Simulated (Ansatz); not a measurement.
Steps of a relaxation of `[Cl][In-]([Cl])([Cl])[SeH2+]` with RKS PBE-D4/def2-SVP.

```sh
$ ansatz run in.yaml --threads 4 --pin off --events-out ev --progress --plain --max-ram 11315MiB
```

```yaml
crystal:
  periodic: [false, false, false]
  atoms:
    - {symbol: Cl, position_ang: [-1.400100, -2.281900, 1.399000]}
    - {symbol: In, position_ang: [0.044800, -0.813200, 0.203300]}
    - {symbol: Cl, position_ang: [2.091000, -0.691400, 1.354600]}
    - {symbol: Cl, position_ang: [0.487200, -1.667400, -1.988000]}
    - {symbol: Se, position_ang: [-0.972800, 1.553600, 0.012000]}
    - {symbol: H, position_ang: [0.372300, 2.199500, 0.425100]}
    - {symbol: H, position_ang: [-0.561200, 1.632800, -1.451700]}
basis:
  gaussian: {orbitals: def2-SVP}
hamiltonian: {xc: pbe, dispersion: d4}
relax: {f_tol: 0.03, max_steps: 200}
```

Positions (Å) and forces (eV/Å) along the path, 6 of 6 steps:

```xyz
7
step=1 energy=-108083.1814 eV
Cl   -1.400   -2.282    1.399   -0.171    0.285   -0.049
In    0.045   -0.813    0.203    0.568   -2.221   -0.036
Cl    2.091   -0.691    1.355    0.291    0.390    0.214
Cl    0.487   -1.667   -1.988   -0.191    0.351   -0.001
Se   -0.973    1.554    0.012    0.596    1.720   -0.474
H     0.372    2.200    0.425   -0.887   -0.458   -0.213
H    -0.561    1.633   -1.452   -0.207   -0.068    0.560
7
step=2 energy=-108083.5666 eV
Cl   -1.472   -2.281    1.421   -0.064    0.168   -0.044
In    0.115   -0.994    0.219    0.259   -0.527    0.073
Cl    2.151   -0.634    1.398   -0.123    0.198   -0.041
Cl    0.460   -1.636   -2.045   -0.111    0.205    0.026
Se   -0.971    1.630   -0.009    0.196    0.058   -0.081
H     0.347    2.200    0.420   -0.156   -0.101   -0.091
H    -0.570    1.647   -1.450   -0.001   -0.002    0.158
7
step=3 energy=-108083.6496 eV
Cl   -1.554   -2.221    1.426    0.096    0.044   -0.064
In    0.164   -1.106    0.235    0.116   -0.011    0.002
Cl    2.136   -0.441    1.410   -0.187   -0.058   -0.111
Cl    0.388   -1.489   -2.109   -0.021    0.034    0.173
Se   -0.935    1.540    0.004   -0.062    0.035   -0.019
H     0.380    2.093    0.410    0.078    0.000    0.074
H    -0.517    1.556   -1.421   -0.019   -0.044   -0.056
7
step=4 energy=-108083.6557 eV
Cl   -1.544   -2.220    1.419    0.025   -0.004   -0.010
In    0.165   -1.099    0.237   -0.004   -0.006    0.011
Cl    2.122   -0.433    1.405   -0.023   -0.004   -0.015
Cl    0.379   -1.471   -2.096    0.002    0.003    0.011
Se   -0.931    1.547   -0.004   -0.052    0.037    0.014
H     0.392    2.073    0.425    0.019   -0.015   -0.023
H    -0.521    1.535   -1.433    0.032   -0.013    0.012
7
step=5 energy=-108083.6577 eV
Cl   -1.535   -2.235    1.419   -0.013   -0.021    0.013
In    0.152   -1.087    0.239    0.008   -0.007   -0.002
Cl    2.110   -0.418    1.401   -0.003    0.010   -0.004
Cl    0.372   -1.455   -2.094   -0.001    0.011   -0.001
Se   -0.935    1.564   -0.005   -0.019    0.015    0.004
H     0.403    2.052    0.422    0.017   -0.002    0.000
H    -0.505    1.511   -1.428    0.010   -0.006   -0.010
7
step=6 energy=-108083.6590 eV
Cl   -1.525   -2.277    1.427   -0.016   -0.010    0.010
In    0.128   -1.080    0.249    0.004    0.010   -0.013
Cl    2.086   -0.384    1.395    0.015    0.008    0.015
Cl    0.354   -1.416   -2.089   -0.005   -0.001   -0.013
Se   -0.929    1.586   -0.014    0.029    0.004   -0.018
H     0.427    2.024    0.416   -0.015   -0.007    0.005
H    -0.480    1.481   -1.430   -0.013   -0.004    0.013
```

Run time 13 s (4 threads of an Intel Xeon Platinum 8259CL on a shared host); peak host memory 0.22 GiB.
